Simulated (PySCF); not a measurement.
**Vibration and rotation of SeBr**

PBE0 constants of SeBr, ²Π (doublet), unpaired electrons π ↑ (Se cc-pVTZ-PP with ECP10, Br cc-pVTZ-PP with ECP10; scalar-relativistic core potentials (PySCF 2.14); masses 79.9165 and 78.9183 u):

- ωe: 334.2 cm⁻¹
- ωexe: 0.844 cm⁻¹
- Be: 0.08275 cm⁻¹
- αe: 0.000284 cm⁻¹
- D (centrifugal): 2.03e-08 cm⁻¹
- De to Se + Br: 2.54 eV

(1) Give the vibrational terms G(v) and spacings up to v = 6.

(2) How well does the Morse estimate ωe²/(4ωexe) reproduce De, and what is D0?

Spin–orbit coupling is left out. The state was picked by a PBE0 search and need not be the measured ground state.

Answers

(1) G(v) = ωe(v+½) − ωexe(v+½)².

| v | G(v) (cm⁻¹) | G(v) − G(v−1) | Bv (cm⁻¹) |
| --- | --- | --- | --- |
| 0 | 166.9 |  | 0.08261 |
| 1 | 499.4 | 332.5 | 0.08232 |
| 2 | 830.2 | 330.8 | 0.08204 |
| 3 | 1159.4 | 329.1 | 0.08176 |
| 4 | 1486.8 | 327.4 | 0.08147 |
| 5 | 1812.6 | 325.8 | 0.08119 |
| 6 | 2136.6 | 324.1 | 0.08090 |

(2) It gives 4.10 eV, 161 % of the computed De. D0 = De − G(0) = 2.54 − 0.02 = 2.52 eV.
